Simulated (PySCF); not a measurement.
Run times: tellurium in aug-cc-pVQZ-DK3

Measured wall times of calculations with PySCF 2.14 in aug-cc-pVQZ-DK3 (9s8p6d3f2g, 102 functions), with the spin-free X2C one-electron Hamiltonian (Gaussian nucleus), run from one Python driver. Hardware: 1 thread of Neoverse-V1 on a shared host, 1.3 GiB allowed. The two-electron integrals over 102 functions were computed once and kept in memory (8.6 CPU seconds with the set-up); the times below exclude them. Kohn-Sham runs start from converged Hartree-Fock orbitals.

Launch command (the driver calls PySCF for each step listed in the task file):

```bash
OMP_NUM_THREADS=1 python atomrun2.py TASK.json OUT
```

```tsv
species	step	iterations	wall time (s)
Te(3+) [Kr] 4d10 5s2 5p1	UHF with spin-orbit constants	6	2.1
Te(3+) [Kr] 4d10 5s2 5p1	LDA	5	1.1
Te(3+) [Kr] 4d10 5s2 5p1	PBE	5	1.8
Te(3+) [Kr] 4d10 5s2 5p1	PBE0	6	3
Te(3+) [Kr] 4d10 5s2 5p1	r2SCAN	6	4.8
Te(3+) [Kr] 4d10 5s2 5p1	wB97M-V	6	15
Te(3+) [Kr] 4d10 5s2 5p1	HSE06	6	15
Te(3+) [Kr] 4d10 5s2 5p1	BP86	5	1.9
Te(3+) [Kr] 4d10 5s2 5p1	MP2 (3 electrons)		0.48
```

Peak memory of the process: 0.56 GiB. Times on a shared host vary from run to run.
